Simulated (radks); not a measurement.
Task: Excited configurations of Tl I: one electron is placed in a higher orbital outside [Hg]. The ground configuration is [Hg] 6p1. Method: scalar-relativistic Kohn-Sham, PBEsol, spin-polarised, spherical densities, point nucleus; open shells are filled with parallel spins first (spin-orbit coupling, left out, can overturn this in heavy ions); computed with a radial shooting solver on a logarithmic mesh with Libxc functionals. Excitation = E - E(ground); binding = E(ion) - E, where the ion is the core of charge +1; n* = 1/sqrt(2 binding) in atomic units, and the quantum defect is n - n*.

| outer orbital | excitation (eV) | binding (eV) | n* | quantum defect | eigenvalue (eV) | <r> (bohr) |
|---|---|---|---|---|---|---|
| 5f | 4.369 | 0.946 | 3.792 | 1.208 | -0.467 | 16.90 |
| 6d | 3.648 | 1.668 | 2.856 | 3.144 | -0.780 | 9.715 |
| 6f | 4.660 | 0.655 | 4.556 | 1.444 | -0.390 | 28.69 |
| 7s | 2.386 | 2.930 | 2.155 | 4.845 | -1.786 | 7.421 |
| 7d | 4.265 | 1.050 | 3.600 | 3.400 | -0.595 | 18.54 |
| 7f | 4.839 | 0.477 | 5.343 | 1.657 | -0.306 | 42.93 |

Estimate the row for 7p.

Result: excitation (eV) 3.317; binding (eV) 1.998; n* 2.609; quantum defect 4.391; eigenvalue (eV) -1.164; <r> (bohr) 10.09. The Delta-SCF ionisation energy is 5.315 eV (NIST Atomic Spectra Database: 6.108 eV, measured). Self-interaction in the functional shifts the binding energies and quantum defects, so they are the method's values and not measured ones. Open shells are spherical and high-spin; term and fine-structure splittings are not resolved. Spin-orbit splitting is averaged out at the scalar-relativistic level.
